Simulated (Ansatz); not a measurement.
`[F][Al]1[CH]=[C]1[SiH3]` + `[OH][SnH]([F])[F]` → `[F][SnH]([F])[O][SiH3]` + `[F][Al]1[CH]=[CH]1` at 600 K and 1 bar (ligand exchange at the Si–C bond).

Isolated molecules relaxed with PBE0-D4/def2-TZVP in Ansatz; ΔE leaves out vibrations. CCSD(T)/CBS adds triple-zeta CCSD(T) − MP2 to the extrapolated MP2 energy (def2 sets, frozen cores). Elements past krypton have def2 core potentials. For Sn outer-core shells are correlated without core-valence functions, which leaves a few kJ/mol of doubt a bond. One conformer a species, not always the lowest.

```
                  species  CCSD(T)/CBS energy (Eh)  H − E (kJ/mol)  S (J/(mol·K))
`[F][Al]1[CH]=[C]1[SiH3]`               -709.39382           185.6          433.4
      `[OH][SnH]([F])[F]`               -490.06891           111.7          402.8
 `[F][SnH]([F])[O][SiH3]`               -780.38706           172.4          500.3
     `[F][Al]1[CH]=[CH]1`               -419.10904           124.4          336.2
```

H − E and S are ideal-gas, rigid-rotor, harmonic terms from PBE0-D4/def2-TZVP, for one conformer and one mirror image of each species. 1 Eh = 2625.50 kJ/mol, R = 8.31446 J/(mol·K).

Task: By hand: ΔE, ΔH, ΔS and ΔG.

Result: ΔE = (-780.38706) + (-419.10904) − (-709.39382) − (-490.06891) = -0.03337 Eh = -87.6 kJ/mol. Δ(H − E) = 172.4 + 124.4 − 185.6 − 111.7 = -0.5, so ΔH = -88.1 kJ/mol. ΔS = 500.3 + 336.2 − 433.4 − 402.8 = 0.3 J/(mol·K). ΔG = -88.1 − 600 × (0.3)/1000 = -88.3 kJ/mol.

Task: By hand: the equilibrium constant, and the temperature at which ΔG would vanish if ΔH and ΔS stayed fixed.

Result: log₁₀ K = −ΔG/(RT ln 10) = 7.7. ΔH and −TΔS have one sign here, so there is no such temperature.

The number of gas molecules stays the same, so ΔS is small and ΔH decides. A doubt of 5 kJ/mol in ΔE shifts log₁₀ K by 0.4 here. Other conformers and mirror images would add mixing entropy, several J/(mol·K) or more a flexible species. Modes under 60 cm⁻¹, often nearly free rotors, make the harmonic entropy too high. These are equilibria of isolated gas molecules and say nothing of rates. Largest T1 diagnostic: 0.015 (customary marks: 0.02 for closed shells, 0.045 for open ones).

ΔS is within the doubt of such terms, so its sign, and with it that verdict, could turn.
